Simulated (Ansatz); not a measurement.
```yaml
crystal:
  periodic: [false, false, false]
  atoms:
    - {symbol: Al, position_ang: [1.021567, -1.440340, -0.369533]}
    - {symbol: Al, position_ang: [0.365969, 1.115981, -1.144595]}
    - {symbol: Ga, position_ang: [-2.779122, -0.591127, -0.288586]}
    - {symbol: Ga, position_ang: [1.850826, 1.432706, 1.221127]}
    - {symbol: As, position_ang: [-0.958442, -2.395338, 0.407438]}
    - {symbol: As, position_ang: [-1.518484, 1.810277, 0.019088]}
    - {symbol: As, position_ang: [2.530091, 0.136319, -1.333586]}
    - {symbol: As, position_ang: [-0.512395, -0.068478, 1.488648]}
basis:
  gaussian: {orbitals: def2-TZVP}
total_charge: -1
magnetization: {spin_polarized: true, initial_magnetization: 1}
hamiltonian: {xc: pbe0, dispersion: d4}
scf: {omitted_lower_state_checks: [starts]}
output: {orbitals: {seedname: orbitals}}
```

```sh
$ ansatz run in.yaml --threads 4 --pin off --events-out ev --progress --plain --max-ram 6963MiB
```

(1) Does this run fit into the memory that it is given?

Answers

(1) No. It has 362 basis functions, and Ansatz plans for 8 GiB where 7 GiB are given.
